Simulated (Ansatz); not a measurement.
The multiplicity is imposed and other spin states were not computed.

The numbers are results of frozen-core CCSD(T)/def2-TZVPP // PBE-D3(BJ)/def2-SVP (Ansatz, a program for electronic structure), not measurements.

Ansatz 0.2 input:
```yaml
crystal:
  periodic: [false, false, false]
  atoms:
    - { symbol: Au, position_ang: [-0.044108, 0.011783, 0.153631] }
    - { symbol: C, position_ang: [0.097651, -0.65227, -2.039607] }
    - { symbol: C, position_ang: [1.01957, 0.353784, -1.851885] }
    - { symbol: H, position_ang: [0.388175, -1.713694, -1.977123] }
    - { symbol: H, position_ang: [-0.904968, -0.441213, -2.445977] }
    - { symbol: H, position_ang: [0.783008, 1.400826, -2.102227] }
    - { symbol: H, position_ang: [2.076147, 0.128347, -1.633374] }
    - { symbol: H, position_ang: [-0.485827, 0.129981, 1.692723] }
basis:
  gaussian: { orbitals: def2-TZVPP }
correlation:
  method: ccsd_t
```

Output:

```
Functional definition: HF
1155 factors; integrals over basis functions are off by at most 1.3e-3 eV
mean field evaluation 1: about -5805.4185 eV, gradient 2.7e1 eV
mean field evaluation 2: about -5805.7530 eV, gradient 2.7e1 eV
mean field evaluation 4: about -5807.8200 eV, gradient 3.9e0 eV
mean field evaluation 8: about -5807.8692 eV, gradient 2.2e-1 eV
mean field evaluation 16: about -5807.8696 eV, gradient 9.4e-7 eV
mean field -5807.86955654 eV, -213.4352694876 hartree, gradient 9.4e-7 eV, S^2 0.000000; 0 other end points of the search recorded, 0 dependent functions left out
2 core orbitals not correlated
reference -5807.86955654 eV, -213.4352694876 hartree; 16, 16 occupied and 170, 170 virtual orbitals, 1155 factors
second order -27.33276612 eV of doubles, -0.00000000 eV of singles
cycle   1  -25.56514135 eV  change     1.8e0 eV  update   1.4e-1
cycle   2  -26.40105184 eV  change   -8.4e-1 eV  update   5.2e-2
cycle   3  -26.59809857 eV  change   -2.0e-1 eV  update   2.5e-2
cycle   4  -26.56767039 eV  change    3.0e-2 eV  update   8.8e-3
cycle   5  -26.55171075 eV  change    1.6e-2 eV  update   3.5e-3
cycle   6  -26.55527458 eV  change   -3.6e-3 eV  update   1.2e-3
cycle   7  -26.55515896 eV  change    1.2e-4 eV  update   4.4e-4
cycle   8  -26.55477697 eV  change    3.8e-4 eV  update   1.5e-4
cycle   9  -26.55486928 eV  change   -9.2e-5 eV  update   6.6e-5
cycle  10  -26.55490385 eV  change   -3.5e-5 eV  update   2.4e-5
perturbative correction -1.11498277 eV, -0.0409748611 hartree
Total energy: -5835.53944317 eV, -214.4521190658 hartree
```

Cost: around 60 core-seconds (rough).
